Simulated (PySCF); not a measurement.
C2H6AlCl, triplet, at a GFN2-xTB geometry (such geometries of metal compounds can be far from the true shape) (a higher spin typed on purpose: for a closed-shell molecule this is an excited state). Base run: PBE0/6-31G* (PySCF).

Input for PySCF:
```python
from pyscf import gto, scf, dft, solvent

mol = gto.M(
    atom='''
Al    0.27664364    0.58645733    0.37557235
C     1.86366038   -0.79424511   -0.10523736
H     1.48910464   -1.74724887   -0.46464573
H     2.52927026   -0.92151244    0.73957456
H     2.35670155   -0.25398768   -0.90881866
C    -0.26837980   -0.98023549    1.75563119
H    -0.48017367   -1.91904057    1.25416244
H    -1.17868337   -0.56240006    2.17690490
H     0.49088133   -1.09933307    2.51870326
Cl   -1.08089127    0.56038006   -1.18239320
''',
    basis='6-31g*',
    spin=2,
    verbose=4,
)

mf = dft.UKS(mol)
mf.xc = 'pbe0'
mf.kernel()
```

Each row names what was changed in the base input (with any setting that the change needs).

```csv
change,ΔE vs base (kJ/mol),dipole (D)
base,0.00,3.20
model = COSMO; solvent = water,-17.51,4.14
model = IEF-PCM; solvent = methanol,-17.07,4.12
model = IEF-PCM; solvent = water,-17.56,4.15
model = IEF-PCM; solvent = dichloromethane,-14.98,4.00
model = IEF-PCM; solvent = water; vdw_scale = 1.0,-31.8,4.31
model = IEF-PCM; solvent = water; lebedev_order = 41,-17.60,4.15
model = C-PCM; solvent = water,-17.64,4.15
model = SS(V)PE; solvent = water,-17.31,4.12
model = IEF-PCM; solvent = water; r_probe = 0.5,-8.62,3.83
model = ddCOSMO; solvent = water,-13.01,4.05
model = IEF-PCM; solvent = water; vdw_scale = 1.1,-22.84,4.24
```

The base is the gas phase, so ΔE is the electrostatic part of solvation at a fixed geometry, without cavity and dispersion terms.

Open shells are given as the SCF converged; they aren't shown to be the lowest states, and a large step between rows can be another state.
